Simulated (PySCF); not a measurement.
## Excitation energy of Sc by level of theory

Sc [Ar] 3d1 4s2 (2D) → Sc [Ar] 4s2 4p1 (2P), as a difference of total energies. Calculation: PySCF 2.14, in def2-TZVPPD (6s6p4d2f1g, 67 functions); the non-relativistic Hamiltonian (point nucleus). Correlated levels: valence and next inner shell: [Ne] frozen. The calculations carry no spin-orbit coupling.

```csv
method,excitation energy (eV)
UHF,2.995
MP2 (valence and next inner shell),2.843
SCS-MP2 (valence and next inner shell),2.836
CCSD (valence and next inner shell),2.537
CCSD(T) (valence and next inner shell),2.228
```

Q: How much does correlation contribute at CCSD(T) (valence and next inner shell)?

A: 2.228 − (2.995) = -0.767 eV, measured against UHF.

These non-relativistic numbers lack the scalar-relativistic shift.

Errors of the correlated levels include the incompleteness of this basis and the frozen core.

The coupled-cluster amplitudes are large for the upper state (T1 above 0.03 or a double amplitude above 0.15), so a single reference is strained.

For comparison: 2.319 eV (measured; NIST levels, between the centres of gravity of the two terms).
